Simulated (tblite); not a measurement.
Compound: C5H8S2Si.
Atom-mapped SMILES: `[CH3:1][S:2][SiH2:3][c:4]1[cH:5][cH:6][cH:7][s:8]1` (hydrogens: H9, H10, H11 on C1; H12, H13 on Si3; H14 on C5; H15 on C6; H16 on C7)

Computed with GFN2-xTB (tblite), gas phase: Langevin dynamics at 300 K from the optimised GFN2-xTB geometry, time step 0.5 fs, friction 0.01 fs⁻¹, 2000 steps. The instantaneous temperature is 2·E(kin)/(3Nk) with all 3N coordinates.

```csv
t (fs),T (K),E(pot) above start (eV),C1–S2 (Å),S2–Si3 (Å),Si3–C4 (Å),C4–C5 (Å),C5–C6 (Å),C1–H9 (Å),C1–S2–Si3–C4 (°)
0,244,0.000,1.823,2.146,1.871,1.366,1.410,1.085,-65
50,221,0.344,1.881,2.162,1.906,1.388,1.441,1.112,-65
100,196,0.329,1.819,2.151,1.846,1.345,1.420,1.050,-53
150,155,0.433,1.796,2.172,1.826,1.340,1.471,1.106,-61
200,258,0.407,1.829,2.165,1.891,1.379,1.398,1.094,-68
250,246,0.441,1.855,2.101,1.819,1.372,1.441,1.094,-72
300,324,0.518,1.779,2.162,1.895,1.397,1.449,1.088,-68
350,243,0.733,1.786,2.207,1.870,1.342,1.421,1.058,-62
400,281,0.664,1.806,2.160,1.881,1.342,1.507,1.098,-74
450,189,0.618,1.840,2.174,1.869,1.381,1.484,1.086,-86
500,307,0.473,1.869,2.141,1.846,1.398,1.432,1.096,-101
550,344,0.366,1.849,2.176,1.919,1.376,1.401,1.084,-98
600,288,0.436,1.832,2.161,1.840,1.360,1.412,1.051,-87
650,282,0.426,1.798,2.137,1.890,1.386,1.425,1.087,-79
700,338,0.544,1.825,2.104,1.867,1.353,1.474,1.091,-78
750,355,0.580,1.827,2.132,1.889,1.370,1.444,1.094,-67
800,348,0.461,1.813,2.204,1.905,1.364,1.423,1.070,-50
850,250,0.494,1.816,2.204,1.884,1.370,1.467,1.106,-52
900,303,0.379,1.802,2.171,1.858,1.381,1.419,1.076,-53
950,385,0.378,1.819,2.134,1.923,1.373,1.420,1.084,-41
1000,252,0.370,1.854,2.172,1.863,1.373,1.422,1.114,-38
```

**Question.** From 500 fs on, how do temperature and potential energy compare with equipartition?

**Answer.** The mean temperature of these 11 frames is 314 K against the target 300 K, and the mean potential energy 0.45 eV against 42 × kT/2 = 0.54 eV for 42 classical harmonic modes. For 16 atoms in a canonical ensemble the temperature itself scatters by T·√(2/(3N)) = 61 K; here its standard deviation is 42 K. The whole run lasts only 10 friction times of 100 fs, so these averages carry a wide statistical error.

**Question.** What are the kinetic and total energies of the listed frame with the highest potential energy?

**Answer.** The one at 350 fs, 0.733 eV above the start. Its kinetic energy is 3NkT/2 = 0.502 eV at 243 K, so the sum is 1.23 eV; over the listed frames the sum runs from 0.50 to 1.31 eV, since the thermostat adds and removes energy.

**Question.** How much do the listed bonds fluctuate from 500 fs on?

**Answer.** 
```csv
bond,at the start (Å),mean (Å),standard deviation (Å)
C1–S2,1.823,1.828,0.021
S2–Si3,2.146,2.158,0.030
Si3–C4,1.871,1.880,0.027
C4–C5,1.366,1.373,0.012
C5–C6,1.410,1.431,0.021
C1–H9,1.085,1.087,0.017
```

The motion is classical and holds no zero-point motion.

What follows is the cost of the whole dynamics run. The run took 31 s of wall time on one thread, Intel Xeon Platinum 8259CL at 2.50 GHz (x86_64) (shared host), and the process peaked at 0.19 GiB of memory.
